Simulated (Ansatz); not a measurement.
**Which is lower?**

The two ends of one reaction step of Si2H6Cl2, closed shell (PBE0-D4/def2-TZVP).

A:

| atom | x (Å) | y (Å) | z (Å) |
| --- | --- | --- | --- |
| Si1 | -0.2554 | 0.6301 | -0.9736 |
| Si2 | 0.9213 | -1.1964 | -0.1164 |
| Cl3 | 0.1672 | 0.8131 | -2.9744 |
| Cl4 | -2.2705 | 0.3051 | -0.7418 |
| H5 | 0.0520 | 1.9337 | -0.3431 |
| H6 | -0.7509 | 1.1828 | 2.6977 |
| H7 | -1.3604 | 1.0614 | 2.2837 |
| H8 | 2.3786 | -0.9578 | -0.2854 |
| H9 | 0.6038 | -1.3636 | 1.3252 |
| H10 | 0.5143 | -2.4082 | -0.8719 |

B:

Si1  (-0.969, 1.635, -0.803)
Si2  (1.022, -1.532, 0.878)
Cl3  (-0.069, 0.832, -2.448)
Cl4  (-2.738, 0.688, -0.434)
H5  (-1.247, 3.059, -1.069)
H6  (0.797, -0.915, 2.211)
H7  (-0.081, 1.438, 0.360)
H8  (2.007, -0.721, 0.120)
H9  (-0.262, -1.573, 0.134)
H10  (1.541, -2.912, 1.052)
(Å)

Computed with Ansatz 0.2.0 (basis: def2-TZVPP); correlated methods freeze the cores. B3LYP uses VWN-RPA correlation.

Problem. Which structure is lower at CCSD(T), and by how much? (Judge from chemistry; the value comes from the calculation.)

Solution. Computed: B, by 26.9 kJ/mol (electronic energy, against the other). By their contacts, A is a complex of Si₂H₄Cl₂ ([SiH3][SiH]([Cl])[Cl]) + H₂ and B is a complex of SiH₂Cl₂ ([Cl][SiH2][Cl]) + SiH₄.

All methods give the same order:

| method | E(B) − E(A) (kJ/mol) |
| --- | --- |
| SPW92 | -13.0 |
| PBE-D4 | -7.7 |
| BLYP-D4 | -16.8 |
| r2SCAN-D4 | -17.2 |
| B97M-V | -21.7 |
| PBE0-D4 | -14.6 |
| B3LYP-D4 | -22.3 |
| r2SCAN0-D4 | -21.3 |
| BHLYP-D4 | -29.9 |
| CAM-B3LYP-D4 | -29.7 |
| wB97X-V | -24.6 |
| wB97M-V | -27.7 |
| B2PLYP | -27.7 |
| PBE-QIDH | -22.4 |
| RPA on PBE | -30.2 |
| HF | -48.6 |
| MP2 | -26.0 |
| CCSD | -31.3 |
| CCSD(T) | -26.9 |

T1 diagnostic: at most 0.011.

Labels in which every atom is bracketed show which atoms are joined, not bond orders.

For scale, one of the runs: CCSD(T)/def2-TZVPP, 252 basis functions, launched by `ansatz run in.yaml --threads 4 --pin off --events-out ev --progress --plain --max-ram 9574MiB`. The run took 2.7 min on 4 CPU threads of an Arm Neoverse N1 (shared host), with 4.7 GiB of host memory at its peak.
